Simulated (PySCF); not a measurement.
All values below come from B3LYP-D3(BJ)/def2-TZVP (PySCF). All species are isolated molecules in the gas phase. B3LYP has the VWN-RPA correlation part, as in Gaussian. 

Reference species (SMILES): `FB(F)I` (neutral, multiplicity 1).

```
Item             Result
-------------  --------
dipole moment    0.46 D
LUMO           -0.93 eV
HOMO           -7.88 eV
```

Changed species: `IB(I)F` (2 of 3 F replaced by I; the reference has 1 of 3 F replaced by I).

Problem. What does the change do to the dipole moment, LUMO and HOMO?

Solution. the dipole moment is nearly the same; the LUMO falls by 0.97 eV, to -1.90 eV; the HOMO rises by 0.42 eV, to -7.46 eV.
